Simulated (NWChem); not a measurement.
System: CHOS cation; SMILES O=C=[SH+]

```xyz
4

O      0.0121    -1.7197     0.0000
C     -0.0028    -0.5995     0.0000
S      0.0778     1.0422     0.0000
H     -1.2827     1.1144     0.0000
```
Atoms are numbered in this order, from 1.

Program: NWChem. Pople sets run with spherical d functions. All runs use the structure optimised with PBE0-D3(BJ)/def2-TZVP. Core excitations by TDA in a window of 1s orbitals, non-relativistic and unshifted: absolute energies depend strongly on the exact-exchange share.

For level C K edge, B3LYP/6-311G**:

first 1s excitation (eV): 277.0
dipole oscillator strength of the first: 0.0597
first state with f > 0.002 (eV): 277.0
dipole oscillator strength of that state: 0.0597

Task: How do the values read with level O K edge, BHandHLYP/cc-pVTZ instead?

Result: first 1s excitation (eV): 530.9
dipole oscillator strength of the first: 0.0504
first state with f > 0.002 (eV): 530.9
dipole oscillator strength of that state: 0.0504
